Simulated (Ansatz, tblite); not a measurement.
Forces on Cu₃S₂ at its r2SCAN-D4/def2-SVP geometry. Charge 0, multiplicity 2.

The xTB rows come from tblite. No other spin state of charge 0 was run. The structure comes from a short search, and lower isomers may exist.

GFN1-xTB (tblite), largest force 0.24 eV/Å:

```xyz
5
positions Å, forces eV/Å
Cu    1.285    0.267    0.478    0.217    0.045    0.081
Cu   -0.191   -0.978   -0.978   -0.033   -0.165   -0.166
Cu   -1.093    0.711    0.501   -0.185    0.120    0.084
S    -0.216   -1.224    1.265    0.010    0.054   -0.055
S     0.216    1.224   -1.265   -0.009   -0.054    0.056
```

GFN2-xTB (tblite), largest force 0.54 eV/Å:

```
Cu 0.494 0.103 0.184
Cu -0.074 -0.376 -0.377
Cu -0.421 0.273 0.192
S 0.062 0.346 -0.358
S -0.061 -0.346 0.358
```

PBE-D4/def2-TZVP (Ansatz), largest force 0.48 eV/Å:

```
Cu 0.443 0.092 0.165
Cu -0.066 -0.337 -0.337
Cu -0.377 0.245 0.172
S 0.023 0.128 -0.132
S -0.022 -0.128 0.132
```
